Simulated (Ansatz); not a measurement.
Gas-phase electronic energies from Ansatz, PBE0-D4/def2-TZVP geometries. CCSD(T)/CBS adds triple-zeta CCSD(T) − MP2 to the extrapolated MP2 energy (def2 sets, frozen cores). This one scheme is used for every species. DFT in def2-TZVPP. Each species was taken in one conformer, which may not be the lowest.

Consider the ligand exchange at a B–C bond: `CCBO[SiH3]` + `O[SiH3]` → `[SiH3]OBO[SiH3]` + `CC`.

CCSD(T)/CBS gives -144.0 kJ/mol.

Problem. Another level gave -158.8 kJ/mol. Which?
A. CCSD(T)/def2-TZVPP
B. HF/def2-TZVPP
C. LC-ωPBE/def2-TZVPP
D. BHLYP-D4/def2-TZVPP

Solution. B. HF/def2-TZVPP -158.8, LC-ωPBE -140.8, BHLYP-D4 -154.5, CCSD(T)/def2-TZVPP -146.0 kJ/mol.

Problem. What do rigid-rotor, harmonic-oscillator terms from PBE0-D4/def2-TZVP frequencies (298.15 K, 1 bar) make of the CCSD(T)/CBS value? (Best estimate.)

Solution. Ansatz gave: ΔZPE = +4.9 kJ/mol, ΔH = -139.7 kJ/mol, ΔS = -20 J/(mol·K), ΔG = -133.7 kJ/mol. Modes under 50 cm⁻¹ make the entropy rough.

Largest T1 diagnostic among the species: 0.013.

From BLYP to BHLYP (50 % exact exchange), in def2-TZVPP and without D4, ΔE moves by −6.2 kJ/mol. At CCSD(T), def2-SVP lies −19.7 kJ/mol from the extrapolated value and def2-TZVPP −2.0 kJ/mol.
